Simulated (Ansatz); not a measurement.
Geometry optimisation, Ansatz, RKS revPBE-D4/def2-SVP.

The input (input.yaml):

```yaml
crystal:
  periodic: [false, false, false]
  atoms:
    - { symbol: B, position_ang: [0.0001, -0.188319, 0.253172] }
    - { symbol: "N", position_ang: [0.021589, -0.282555, 1.722528] }
    - { symbol: H, position_ang: [-0.80886, -0.53905, 2.253887] }
    - { symbol: H, position_ang: [0.887896, -0.219292, 2.254998] }
    - { symbol: Cl, position_ang: [1.501687, 0.129678, -0.633064] }
    - { symbol: Cl, position_ang: [-1.51828, -0.461022, -0.621389] }
    - { symbol: H, position_ang: [-0.478309, 2.159697, 0.426756] }
    - { symbol: H, position_ang: [-0.396222, 1.854664, 1.073512] }
basis:
  gaussian: { orbitals: def2-SVP }
hamiltonian:
  xc: revpbe
  dispersion: d4
relax:
  f_tol: 0.03
  max_steps: 50
```

Launched with:

```bash
$ ansatz run input.yaml --threads 2 --pin off --max-ram 3072MiB --backend cpu --events-out ev --progress --plain --runs-dir out
```

Task: Where does it end, and by what steps?

Result: The forces met the threshold. After 5 steps the energy has fallen by 0.349 eV; H7 moved furthest, 0.71 Å.

```
step  energy less start (eV)  largest force component (eV/Å)  accepted
   0                  0.0000                           2.261       yes
   1                 -0.2310                           1.027       yes
   2                 -0.3039                           0.404       yes
   3                 -0.3397                           0.274       yes
   4                 -0.3420                           0.289       yes
   5                 -0.3486                           0.028       yes
```

```xyz
8
Properties=species:S:1:pos:R:3
B 0.052 -0.459 0.276
N 0.062 -0.494 1.677
H -0.777 -0.681 2.225
H 0.913 -0.353 2.220
Cl 1.554 -0.139 -0.621
Cl -1.464 -0.727 -0.614
H -0.615 2.860 0.466
H -0.516 2.447 1.102
```

Run time: 8.4 s on 2 threads of Arm Neoverse V2 (shared host), peak memory 0.11 GiB.
